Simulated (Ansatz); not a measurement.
Calculated with Ansatz (gas phase, PBE0-D4/def2-TZVP geometries, no zero-point term in ΔE). CBS: MP2 limit from def2 TZ/QZ plus the TZ coupled-cluster correction, frozen cores. DFT in def2-TZVPP. B3LYP here is the variant with VWN-RPA as its local correlation; programs differ in this. For Ge outer-core shells are correlated without core-valence functions, which leaves a few kJ/mol of doubt a bond. Scalar relativity is left out up to krypton. Each species was taken in one conformer, which may not be the lowest.

`B[CH]([SiH3])[GeH3]` + `OB(O)[SiH3]` → `OB([SiH3])O[SiH3]` + `B[CH2][GeH3]`  (ligand exchange at the Si–C bond)

Is it downhill or uphill in electronic energy at CCSD(T)/CBS, and by how much? (Estimate.)

Computed: Downhill: ΔE = -86.8 kJ/mol.

What do these levels give: PBE-D4, PBE0-D4, B3LYP-D4, PBE, r2SCAN, PBE0, B3LYP, MP2/def2-TZVPP, SCS-MP2/def2-TZVPP, HF/def2-QZVPP, HF/CBS(def2), MP2/CBS(def2)? (Best estimate.)

The calculation gave: PBE-D4 -77.4, PBE0-D4 -81.1, B3LYP-D4 -94.4, PBE -79.3, r2SCAN -89.2, PBE0 -82.7, B3LYP -97.7, MP2/def2-TZVPP -86.4, SCS-MP2/def2-TZVPP -92.3, HF/def2-QZVPP -113.9, HF/CBS(def2) -114.1, MP2/CBS(def2) -85.9 kJ/mol.

Largest T1 diagnostic among the species: 0.014.

In def2-TZVPP, CCSD(T) changes the Hartree–Fock value by +25.2 kJ/mol (the triples alone add +3.5 kJ/mol) and MP2 by +26.1 kJ/mol. The D4 term adds +3.3 kJ/mol with B3LYP and +1.6 kJ/mol with PBE0; it sums over pairs of atoms, weighted by their polarisabilities, and B3LYP, whose exchange is more repulsive, gets the larger term. From PBE to PBE0 (25 % exact exchange), in def2-TZVPP and without D4, ΔE moves by −3.4 kJ/mol.
